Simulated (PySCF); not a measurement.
# Correlation energy of V²⁺ (vanadium, charge +2)

[Ar] 3d3, high-spin 4F determinant. Calculation: PySCF 2.14, in dyall-av2z (16s12p7d2f, 101 functions); no relativity, point nucleus. Frozen: [Ar]; 3 electrons correlated; the 25 highest virtual orbitals of each spin left out.

```
  level  correlation energy (mhartree)
   CCSD                         -19.07
    (T)                          -0.07
CCSD(T)                         -19.14
```

Diagnostics: T1 = 0.0035, D1 = 0.0050, largest double amplitude 0.016.

Cost of the coupled-cluster step: roughly 11 core-seconds, for 3 correlated electrons.

Iterations:

```
CC2 = 0
CCSD nocc = (np.int64(3), np.int64(0)), nmo = (67, 67)
frozen orbitals [[0, 1, 2, 3, 4, 5, 6, 7, 8, 76, 77, 78, 79, 80, 81, 82, 83, 84, 85, 86, 87, 88, 89, 90, 91, 92, 93, 94, 95, 96, 97, 98, 99, 100], [0, 1, 2, 3, 4, 5, 6, 7, 8, 76, 77, 78, 79, 80, 81, 82, 83, 84, 85, 86, 87, 88, 89, 90, 91, 92, 93, 94, 95, 96, 97, 98, 99, 100]]
max_cycle = 100
direct = 0
conv_tol = 1e-08
conv_tol_normt = 1e-06
diis_space = 8
diis_start_cycle = 0
Init t2, MP2 energy = -0.0158091261838334
Init E_corr(UCCSD) = -0.0158091261841887
cycle = 1  E_corr(UCCSD) = -0.0183971817359048  dE = -0.00258805555  norm(t1,t2) = 0.0121213
cycle = 2  E_corr(UCCSD) = -0.018893888189852  dE = -0.000496706454  norm(t1,t2) = 0.00402566
cycle = 3  E_corr(UCCSD) = -0.0190850850053514  dE = -0.000191196815  norm(t1,t2) = 0.00178377
cycle = 4  E_corr(UCCSD) = -0.0190664235931207  dE = 1.86614122e-05  norm(t1,t2) = 0.000477308
cycle = 5  E_corr(UCCSD) = -0.0190726437482453  dE = -6.22015512e-06  norm(t1,t2) = 9.58812e-05
cycle = 6  E_corr(UCCSD) = -0.0190725546510668  dE = 8.90971785e-08  norm(t1,t2) = 8.78858e-06
cycle = 7  E_corr(UCCSD) = -0.0190725547719895  dE = -1.20922695e-10  norm(t1,t2) = 2.2904e-06
cycle = 8  E_corr(UCCSD) = -0.0190725504326129  dE = 4.33937654e-09  norm(t1,t2) = 2.90798e-07
UCCSD converged
E(UCCSD) = -942.194579059199  E_corr = -0.01907255043261293
UCCSD(T) correction = -7.45613241547313e-05
```
